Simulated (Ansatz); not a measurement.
Total energies of WBr₆ from Ansatz at PBE-D4/def2-SVP, gas phase (1 Eh = 27.2114 eV = 2625.5 kJ/mol). The reference geometry is relaxed at PBE-D4/def2-SVP.

```csv
state,geometry,energy (Eh)
charge 0 singlet,reference,-15508.14990
charge -1 doublet,reference,-15508.27392
charge -1 doublet,relaxed at PBE-D4/def2-SVPD,-15508.27634
```

In the def2 sets W takes a core potential; there is no spin–orbit coupling.

**Question.** Work out the vertical electron affinity, to the doublet.

**Answer.** E(charge 0 singlet) − E(charge -1 doublet) = -15508.14990 − (-15508.27392) = 0.12402 Eh = 3.37 eV. The basis lacks diffuse functions, which makes affinities too small.

**Question.** How much does the charge -1 doublet relax, and what is the adiabatic electron affinity?

**Answer.** Relaxation: -15508.27392 − (-15508.27634) = 0.00242 Eh = 0.07 eV. Adiabatic electron affinity: 0.12644 Eh = 3.44 eV, without zero-point energy. 

At PBE-D4/def2-SVP the gap within one spin of the charge -1 doublet nearly closes, so an electron or hole may be smeared out by delocalisation error. At PBE-D4/def2-SVP the gap within one spin of the relaxed charge -1 doublet nearly closes, so an electron or hole may be smeared out by delocalisation error.
